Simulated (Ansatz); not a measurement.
Born–Oppenheimer molecular dynamics of C3H7ClSi (12 atoms, charge 0, multiplicity 1). It starts from a relaxed structure.

Method: RKS PBE/STO-3G (Ansatz 0.2.0).

```yaml
ensemble: NVE (Milne-controlled integrator)
time_step: 0.25 fs
steps_asked: 250
starting_velocities_drawn_for: 500 K
seed: 541666
```

First frame:

```xyz
12
Properties=species:S:1:pos:R:3
Si -1.790 0.514 0.056
C -0.297 -0.420 -0.659
C 1.037 0.152 -0.188
C 1.889 -0.520 0.613
Cl 3.448 0.186 1.184
H -1.707 1.920 -0.306
H -1.808 0.387 1.505
H -3.012 -0.054 -0.495
H -0.341 -0.359 -1.766
H -0.360 -1.490 -0.385
H 1.297 1.174 -0.522
H 1.721 -1.543 0.996
```

**Question.** How far do the bonds stretch over the last three quarters of this one trajectory? (Pairs bonded in most of those frames.)

**Answer.** 
| bond | mean (Å) | spread (Å) | shortest | longest |
| --- | --- | --- | --- | --- |
| Si1–C2 | 1.893 | 0.034 | 1.83 | 1.93 |
| Si1–H6 | 1.457 | 0.023 | 1.42 | 1.49 |
| Si1–H7 | 1.455 | 0.017 | 1.43 | 1.48 |
| Si1–H8 | 1.455 | 0.003 | 1.45 | 1.46 |
| C2–C3 | 1.535 | 0.020 | 1.50 | 1.58 |
| C2–H9 | 1.111 | 0.037 | 1.06 | 1.17 |
| C2–H10 | 1.105 | 0.015 | 1.08 | 1.13 |
| C3–C4 | 1.349 | 0.021 | 1.31 | 1.38 |
| C3–H11 | 1.107 | 0.008 | 1.09 | 1.12 |
| C4–Cl5 | 1.800 | 0.008 | 1.79 | 1.82 |
| C4–H12 | 1.109 | 0.033 | 1.06 | 1.16 |

Mean temperature of the second half: 215 K. The conserved energy stayed within 0.0022 meV per atom of its start (net change -0.00058 meV per atom), so the integration is sound. The temperature averaged 0.43 of the 500 K drawn at the start: a run that starts near a minimum puts about half its kinetic energy into the potential. A run of 0.062 ps of so small a system gives no equilibrium averages. Limits of this set-up: minimal basis.

Time of the run: 10 min on 1 thread of Arm Neoverse V1, with other jobs on the host, peak memory 0.094 GiB.
